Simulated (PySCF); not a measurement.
# Interval between two levels of K by level of theory

K [Ar] 4s1 [2S1/2, M_J = 1/2] → K [Ar] 4p1 [2P3/2, M_J = 3/2], as a difference of total energies. Computed with PySCF 2.14 in x2c-SVPall-2c with one added diffuse shell each of s, d type (6s5p3d, 36 functions), with the two-component X2C-1e Hamiltonian. Correlated levels: [Ne] frozen; the 6 highest virtual spinors dropped. "Screened" scales the spin-orbit matrix elements by Boettger's factors to mimic the two-electron term; Breit and QED terms are absent.

| method | interval between two levels (cm⁻¹) | error (cm⁻¹) |
| --- | --- | --- |
| GHF (spin-free) | 14197 | +1154 |
| GMP2 (spin-free) | 14659 | +1616 |
| GHF (screened spin-orbit) | 14231 | +1189 |
| GMP2 (screened spin-orbit) | 14695 | +1652 |

Reference: 13043 cm⁻¹ (measured; NIST Handbook of Basic Atomic Spectroscopic Data (Sansonetti and Martin, J. Phys. Chem. Ref. Data 34, 1559 (2005))).

Errors of the correlated levels include the incompleteness of this basis and the frozen core.
